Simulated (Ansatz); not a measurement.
Reaction (cleavage of the Si–Sn bond): `F[SiH2][SnH3]` + `CN[SiH](O)O` → `CN([SiH2]F)[SiH](O)O` + `[SnH4]`

Calculated with Ansatz (gas phase, PBE0-D4/def2-TZVP geometries, no zero-point term in ΔE). CCSD(T)/CBS adds triple-zeta CCSD(T) − MP2 to the extrapolated MP2 energy (def2 sets, frozen cores). Functionals use def2-TZVPP. B3LYP here is the variant with VWN-RPA as its local correlation; programs differ in this. def2 core potentials past Kr. For Sn outer-core shells are correlated without core-valence functions, which leaves a few kJ/mol of doubt a bond. Each species was taken in one conformer, which may not be the lowest.

CCSD(T)/CBS gives -13.7 kcal/mol.

Question: Another level gave -11.5 kcal/mol. Which?
A. PBE/def2-TZVPP
B. B3LYP/def2-TZVPP
C. B2PLYP/def2-TZVPP
D. SCS-MP2/def2-TZVPP

Answer: B. B3LYP -11.5, SCS-MP2/def2-TZVPP -16.0, B2PLYP -13.7, PBE -9.6 kcal/mol.

Largest T1 diagnostic among the species: 0.013.

From PBE to PBE0 (25 % exact exchange), in def2-TZVPP and without D4, ΔE moves by −1.3 kcal/mol. The D4 term adds −2.5 kcal/mol with B3LYP and −1.4 kcal/mol with PBE0; it sums over pairs of atoms, weighted by their polarisabilities, and B3LYP, whose exchange is more repulsive, gets the larger term. In def2-TZVPP, CCSD(T) changes the Hartree–Fock value by −1.3 kcal/mol (the triples alone add −0.5 kcal/mol) and MP2 by −1.8 kcal/mol.
